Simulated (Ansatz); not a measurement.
**Ligand exchange: C2H8GeO + Si(CH3)(OH)2(SiH3) → CH6GeO2 + Si(CH3)2(OH)(SiH3)**

Gas-phase species: C2H8GeO `C[O][GeH2][CH3]`, singlet; Si(CH3)(OH)2(SiH3), singlet; CH6GeO2 `C[O][GeH2][OH]`, singlet; Si(CH3)2(OH)(SiH3), singlet. The partners trade CH3 for OH: Ge–CH3 and Si–OH bonds give way to Ge–OH and Si–CH3.

Shapes, held fixed at every level: PBE0-D4/def2-TZVP. Flexible molecules stand in one conformer, not always the lowest. Programs: Ansatz 0.2.0. Electronic energies: no zero-point or thermal term.

```tsv
level	kind	ΔE (kJ/mol)	less CCSD(T)/def2-TZVPP
HF/def2-TZVPP	Hartree–Fock	+63.8	+3.8
r2SCAN-D4/def2-TZVPP	meta-GGA	+57.8	-2.2
B3LYP-D4/def2-TZVPP	global hybrid	+59.6	-0.4
wB97M-V/def2-TZVPP	range-separated hybrid	+59.7	-0.3
wB97X-V/def2-TZVPP	range-separated hybrid	+57.8	-2.2
MP2/def2-TZVPP	perturbation theory	+60.3	+0.3
CCSD(T)/def2-TZVPP	coupled cluster or CI	+60.0	0.0
```

The highest level, CCSD(T)/def2-TZVPP, gives ΔE = +60.0 kJ/mol; the levels span +57.8 to +63.8. The column of differences is taken from that level and isn't an error. No measured value is set beside it here. Relativity is left out for Ge. Outer-core shells of Ge are correlated, in sets that cover them unevenly.
